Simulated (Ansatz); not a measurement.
Relaxation of BClFH4P (8 atoms, charge 0, multiplicity 1), to a largest force component of 0.03 eV/Å in at most 50 steps.

These are results of Ansatz 0.2.0, RKS PBE0-D4/6-31G*, not measurements.

```xyz
8
Properties=species:S:1:pos:R:3
B -0.042 0.182 0.029
H -0.011 0.505 1.174
F 1.063 -0.152 -0.604
Cl -1.537 0.311 -0.882
P -0.299 -2.710 1.173
H -0.642 -2.583 -0.198
H 1.098 -2.669 0.923
H -0.377 -1.312 1.425
```

Q: Where does it end, and by what steps?

A: The run converged. The force dipped under the threshold on the way, but the program's further checks kept it going. After 19 steps the energy has fallen by 0.159 eV; H8 moved furthest, 0.69 Å.

```csv
step,energy less start (eV),largest force component (eV/Å),accepted
0,0.0000,0.358,yes
1,-0.0953,0.425,yes
2,-0.0988,1.033,yes
3,-0.1356,0.505,yes
4,-0.1346,0.408,no
5,-0.1425,0.276,yes
6,-0.1534,0.230,yes
7,-0.1558,0.030,yes
8,-0.1565,0.115,yes
9,-0.1569,0.097,yes
10,-0.1574,0.081,yes
11,-0.1447,0.435,no
12,-0.1580,0.005,yes
13,-0.1582,0.032,yes
14,-0.1583,0.044,yes
15,-0.1584,0.043,yes
16,-0.1584,0.036,yes
17,-0.1585,0.025,yes
18,-0.1584,0.044,no
19,-0.1585,0.020,yes
```

```xyz
8
Properties=species:S:1:pos:R:3
B 0.041 0.454 -0.076
H 0.086 0.870 1.039
F 1.126 0.008 -0.667
Cl -1.469 0.455 -0.961
P -0.176 -3.062 1.198
H -0.765 -2.815 -0.072
H 1.072 -2.491 0.823
H -0.663 -1.847 1.754
```

Whether the end is a true minimum wasn't checked by a vibrational analysis.

Run time: 67 s on 1 thread of Arm Neoverse V1 (shared host), peak memory 0.16 GiB.
